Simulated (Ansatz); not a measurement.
C$_{2}$H$_{6}$FNSi, SMILES `C=C(F)N[SiH3]`, relaxed with RKS PBE0-D4/def2-TZVP in Ansatz from a PBE-D4/def2-SVP geometry. The force threshold is 0.005 eV/Å; the program also tests the step.

Total charge 0; spin multiplicity 1.

Start:

```xyz
11

C    -0.781   -1.949   -0.723
C    -0.500   -0.652   -0.487
F    -1.127    0.323   -1.193
N     0.378   -0.084    0.414
Si    0.653    1.655    0.597
H    -1.521   -2.211   -1.487
H    -0.277   -2.743   -0.158
H     0.895   -0.748    0.992
H    -0.590    2.387    1.017
H     1.187    2.284   -0.658
H     1.683    1.736    1.686
```

```tsv
step	energy (eV)	largest force (eV/Å)	largest move (Å)
1	-14248.8212	0.604	0.000
2	-14248.8745	0.255	0.033
3	-14248.8800	0.068	0.010
4	-14248.8801	0.013	0.003
5	-14248.8801	0.010	0.003
6	-14248.8802	0.007	0.004
7	-14248.8802	0.005	0.002
8	-14248.8802	0.002	0.001
```

End:

```xyz
11

C    -0.773   -1.923   -0.711
C    -0.494   -0.645   -0.486
F    -1.114    0.314   -1.194
N     0.375   -0.074    0.402
Si    0.648    1.634    0.595
H    -1.498   -2.190   -1.463
H    -0.278   -2.700   -0.147
H     0.880   -0.732    0.971
H    -0.583    2.349    1.012
H     1.170    2.256   -0.647
H     1.668    1.710    1.669
```

It took 33 s on 4 threads of a server CPU on a shared host, with 0.49 GiB of host memory at the peak.
